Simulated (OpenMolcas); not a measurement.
## CH6ClNSi (SMILES C[SiH](N)Cl): methods side by side

CH6ClNSi has 10 atoms, charge 0, and is taken as a singlet. As SMILES, `C[SiH](N)Cl`. Geometry: relaxed at PBE0-D4/def2-TZVP. This is one conformer, not always the lowest.

```xyz
10

C    -0.9243    0.9603   -0.4296
Si   -0.0556   -0.6376   -0.0734
N     1.2008   -0.3792    1.0508
Cl    0.5949   -1.3925   -1.9008
H    -1.7200    0.8095   -1.1616
H    -1.3595    1.3697    0.4850
H    -0.2269    1.6943   -0.8414
H    -0.9365   -1.6895    0.4826
H     1.8475    0.3826    0.9176
H     1.6627   -1.1687    1.4738
```

Quantity: the energy change with the Si2–Cl4 bond stretched from 2.081 to 2.394 Å, in eV. The values are calculated.

```
                                            level                   kind     program  value (eV)  less CCSD(T)/6-31G*  CPU time (all runs)
   HF/6-31G* (spherical functions) (unrestricted)           Hartree–Fock  OpenMolcas        0.51                +0.03                 16 s
  SVWN5/6-31G* (spherical functions) (restricted)                    LDA  OpenMolcas        0.46                -0.02                 46 s
    PBE/6-31G* (spherical functions) (restricted)                    GGA  OpenMolcas        0.35                -0.13                 65 s
   TPSS/6-31G* (spherical functions) (restricted)               meta-GGA  OpenMolcas        0.37                -0.11                 84 s
 r2SCAN/6-31G* (spherical functions) (restricted)               meta-GGA  OpenMolcas        0.42                -0.06                 84 s
  B3LYP/6-31G* (spherical functions) (restricted)          global hybrid  OpenMolcas        0.38                -0.10                 64 s
  B3LYP/6-31G* (Cartesian functions) (restricted)          global hybrid  OpenMolcas        0.38                -0.10                 71 s
 B2PLYP/6-31G* (spherical functions) (restricted)          double hybrid  OpenMolcas        0.44                -0.04                 50 s
    MP2/6-31G* (spherical functions) (restricted)    perturbation theory  OpenMolcas        0.51                +0.03                 12 s
CCSD(T)/6-31G* (spherical functions) (restricted)  coupled cluster or CI  OpenMolcas        0.48                 0.00                 58 s
```

Differences are taken from CCSD(T)/6-31G* (spherical functions) (restricted) for orientation; it has basis-set and higher-order errors of its own. The first shape isn't each level's own minimum. The values span 0.35 to 0.51 eV. Times are those of the runs behind each value, whatever else they computed, on shared processors of several kinds: orders of magnitude only.
